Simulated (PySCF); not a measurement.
This PySCF input asks for the NMR shieldings of SMILES BBS[SiH2]Cc1cccs1, C$_{5}$H$_{10}$B$_{2}$S$_{2}$Si; the geometry comes from GFN2-xTB.

```python
import basis_set_exchange as bse
import numpy as np
from pyscf import gto, dft
from pyscf.prop import nmr

atoms = """
B     3.898896    0.896613   -1.011269
B     4.057090   -0.654589   -0.550598
S     2.625947   -1.618653   -0.112424
Si    0.927305   -0.316092   -0.383923
C    -0.561889   -1.347683    0.202405
C    -1.778636   -0.506366    0.177385
C    -2.310394    0.244361    1.178521
C    -3.448360    0.984005    0.780347
C    -3.762029    0.796295   -0.523721
S    -2.672061   -0.293746   -1.294059
H     3.922097    1.784691   -0.244029
H     3.719553    1.211612   -2.127258
H     5.055681   -1.266147   -0.454072
H     1.081057    0.876075    0.448140
H     0.799546    0.043713   -1.794091
H    -0.393122   -1.716744    1.214949
H    -0.688357   -2.215159   -0.446083
H    -1.906759    0.262660    2.175307
H    -4.002855    1.626409    1.440754
H    -4.567858    1.219426   -1.089012
"""
names = dict.fromkeys(["B", "S", "Si", "C", "H"], "pcSseg-1")
basis = {el: gto.basis.parse(bse.get_basis(n, elements=[el], fmt="nwchem")) for el, n in names.items()}
mol = gto.M(atom=atoms, basis=basis, charge=0, verbose=0)
mf = dft.RKS(mol, xc="PBE0")
mf.grids.level = 2
mf.grids.alignment = dft.numint.BLKSIZE   # the property module wants whole blocks of grid points
mf.conv_tol = 1e-9
mf.kernel()

calc = nmr.RKS(mf)   # GIAO
C = mf.mo_coeff
Co = C[:, mf.mo_occ > 0]
resp = mf.gen_response(singlet=True, hermi=2)
def vind(x):   # induced exchange potential for any number of trial vectors
    d = np.einsum("pi,xij,qj->xpq", C, 2 * x.reshape(-1, C.shape[1], Co.shape[1]), Co, optimize=True)
    return np.einsum("xpq,pi,qj->xij", resp(d - d.transpose(0, 2, 1)), C, Co, optimize=True).ravel()
mo1, _ = nmr.rhf.solve_mo1(calc, with_cphf=vind)
sigma = calc.kernel(mo1)
for i, s in enumerate(sigma):   # ppm
    print("%2d %-2s %9.2f" % (i, mol.atom_pure_symbol(i), np.trace(s) / 3))
```

Question: What are the results?

Answer: 
```
 0 B      -4.21
 1 B      16.09
 2 S     498.21
 3 Si    378.69
 4 C     166.19
 5 C      38.25
 6 C      58.38
 7 C      54.94
 8 C      55.07
 9 S     270.83
10 H      21.96
11 H      21.97
12 H      22.78
13 H      27.24
14 H      26.99
15 H      28.72
16 H      28.83
17 H      24.84
18 H      24.68
19 H      24.78
```

These numbers come from an equivalent density-fitted implementation of the same equations, which agrees with the script to about 0.01 ppm for H and up to a few tenths of a ppm for heavy atoms, so last digits may differ.

Size and cost of the density-fitted run: 241 basis functions, 3 min wall time on 1 thread of an Intel Xeon, shared host; peak memory 1.1 GiB.
